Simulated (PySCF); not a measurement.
Working out the ionisation energy of In

In [Kr] 4d10 5s2 5p1 (2P) → In⁺ [Kr] 4d10 5s2 (1S). Computed with PySCF 2.14 in def2-TZVP with the def2 core potential (28 electrons) (6s5p3d2f, 50 functions), with a scalar-relativistic core potential. Frozen: 4s2 4p6 4d10. Energies in hartree (1 hartree = 27.21139 eV):

```json
{"part": "UHF", "In (lower)": "-189.210033", "In⁺ (upper)": "-189.018250"}
{"part": "CCSD correlation", "In (lower)": "-0.041413", "In⁺ (upper)": "-0.032837"}
{"part": "(T)", "In (lower)": "-0.000733", "In⁺ (upper)": "0.000000"}
```

Q: What does Hartree-Fock give?

A: (-189.018250) − (-189.210033) = 0.191783 hartree = 5.219 eV.

Q: What do CCSD and CCSD(T) give?

A: The CCSD correlation energies differ by 0.008576 hartree = 0.233 eV and the triples by 0.000733 hartree = 0.020 eV, so CCSD gives 5.452 eV and CCSD(T) 5.472 eV.

Measured between the centres of the two terms (NIST): 5.603 eV, so CCSD(T) (valence) is off by -0.131 eV.

What remains against the reference includes basis incompleteness, the frozen core and higher excitations.
